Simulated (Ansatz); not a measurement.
Mg2Al4O8. The state is a singlet with charge 0. Geometry PBE-D4/def2-SVP; atoms count from 1.

```xyz
14

Mg   -0.2820   -0.2846   -2.5790
Mg   -1.7114    1.0864   -0.4009
Al   -0.4179    1.8253    1.9895
Al    0.3755   -1.7670   -0.4469
Al    0.7088   -0.8156    1.8851
Al    1.0976    1.4156   -0.2367
O    -1.3469   -0.9310   -0.3782
O    -2.0655   -0.4540   -1.6604
O     0.0264    1.4193   -1.6007
O     1.4323   -0.2338    0.3175
O     0.9425    2.5271    1.0709
O     0.3785   -2.3809    1.2290
O     0.7382   -1.8144   -2.1168
O     0.1239    0.4077    2.9276
```

The structure holds one bond between oxygen atoms, so isomers without such links may lie far lower. Another isomer (singlet) lies 4.83 eV lower at PBE0-D4/def2-TZVP; other spin states weren't run for this one.

(1) Estimate the Mulliken populations from the PBE0/def2-TZVP orbitals of Ansatz.

(2) And the Mayer bond orders between heavy atoms (over 0.3)?

Results:

(1) 
| atom | charge (e) |
| --- | --- |
| Mg1 | 0.78 |
| Mg2 | 0.57 |
| Al3 | 0.37 |
| Al4 | 0.79 |
| Al5 | 0.67 |
| Al6 | 0.74 |
| O7 | -0.37 |
| O8 | -0.50 |
| O9 | -0.72 |
| O10 | -0.38 |
| O11 | -0.43 |
| O12 | -0.46 |
| O13 | -0.66 |
| O14 | -0.42 |
Mulliken values depend strongly on the basis.

(2) Mg1–O8 0.46 (2.01 Å); Mg1–O9 0.51 (1.99 Å); Mg1–O13 0.91 (1.90 Å); Mg2–Al3 0.84 (2.82 Å); Mg2–O7 0.33 (2.05 Å); Mg2–O8 0.38 (2.02 Å); Mg2–O9 0.34 (2.14 Å); Al3–O11 1.02 (1.79 Å); Al3–O14 1.02 (1.78 Å); Al4–O7 0.65 (1.92 Å); Al4–O10 0.51 (2.01 Å); Al4–O12 0.97 (1.78 Å); Al4–O13 1.21 (1.71 Å); Al5–O10 0.80 (1.82 Å); Al5–O12 1.26 (1.73 Å); Al5–O14 1.26 (1.71 Å); Al6–O9 1.12 (1.73 Å); Al6–O10 0.96 (1.77 Å); Al6–O11 1.23 (1.72 Å); O7–O8 0.78 (1.55 Å).
